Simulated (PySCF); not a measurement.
Si(H)3(nPr) (C3H10Si), SMILES C(CC)[SiH3].

Coordinates come from a B3LYP-D3(BJ)/def2-SVP optimisation. The values are those of a single conformer.

Two levels are set side by side: PBE/def2-TZVP (PySCF) and B3LYP/def2-TZVP (PySCF). Same geometry, gas phase. Differences are taken from unrounded values.

```
quantity                       PBE
---------------------------  -----
orbital gap (eV)              7.12
highest occupied level (eV)  -7.22
lowest empty level (eV)      -0.10
dipole moment (D)             0.91
mean polarisability (bohr³)   68.4
```

Q: These are the PBE values. What does B3LYP give? (The exact figures need the calculation; the answer reports its results.)

A: 
```json
[
 {"quantity": "orbital gap (eV)", "B3LYP": "8.71", "PBE minus B3LYP": "-1.59"},
 {"quantity": "highest occupied level (eV)", "B3LYP": "-8.28", "PBE minus B3LYP": "1.06"},
 {"quantity": "lowest empty level (eV)", "B3LYP": "0.43", "PBE minus B3LYP": "-0.53"},
 {"quantity": "dipole moment (D)", "B3LYP": "0.85", "PBE minus B3LYP": "0.06"},
 {"quantity": "mean polarisability (bohr³)", "B3LYP": "66.4", "PBE minus B3LYP": "2.1"}
]
```

PBE's occupied levels lie high since its potential decays too fast outside the molecule; exact exchange lowers them and widens the gap. PBE's more diffuse valence density responds more strongly to a field. Differences between two approximate levels are no errors against the true value.

Rough cost on one machine, each run with all the roots and properties that it gave: B3LYP against PBE within a factor of 2.
